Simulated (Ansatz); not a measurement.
Ideal-gas functions of `S[SiH](S)S` at 400 K and 1 bar, from an Ansatz frequency run at PBE0-D4/def2-TZVP.

Molar mass 128.32 g/mol, point group C1 (symmetry number 1), electronic degeneracy 1, moments of inertia 200.446, 238.231, 405.047 u Å². Harmonic wavenumbers (cm⁻¹, unscaled): 52, 149, 163, 188, 217, 245, 443, 545, 554, 686, 703, 782, 799, 823, 2227, 2704, 2706, 2712.

Use S(trans) = R[1.5 ln M + 2.5 ln T − 1.1517]; rotational temperatures θ = 24.2544 K / I; S(rot) = R[ln(√π/σ · √(T³/θAθBθC)) + 1.5]; for each mode x = 1.438777 ν̃/T, S = R[x/(eˣ − 1) − ln(1 − e⁻ˣ)] and H = RT x/(eˣ − 1); 1 cm⁻¹ = 0.0119627 kJ/mol; R = 8.31446 J/(mol·K).

Question: By hand: the entropy, in J/(mol·K).

Answer: Translation 175.5. Rotation: θ = 0.121, 0.1018, 0.0599 K, giving 121.9. Vibration, mode by mode: 22.27, 13.60, 12.87, 11.72, 10.58, 9.63, 5.27, 3.93, 3.83, 2.64, 2.51, 2.01, 1.91, 1.79, 0.02, 0.01, 0.01, 0.01, in all 104.6. Electronic 0.0. Sum 402.0 J/(mol·K).

Question: By hand: H − E and G − E in kJ/mol, counted from the electronic energy.

Answer: Zero-point energy ½ × 16698 × 0.0119627 = 99.9; thermal vibration 21.3; translation, rotation and pV give 4 RT = 13.3. H − E = 134.5 kJ/mol, and G − E = 134.5 − 400 × 402.0/1000 = -26.3 kJ/mol.

Vibration gives 26 % of the entropy, 35.9 J/(mol·K) of it from the modes under 150 cm⁻¹: soft modes count most, and the harmonic formula is weakest for them. The sum counts one conformer and one mirror image; others add a mixing term.
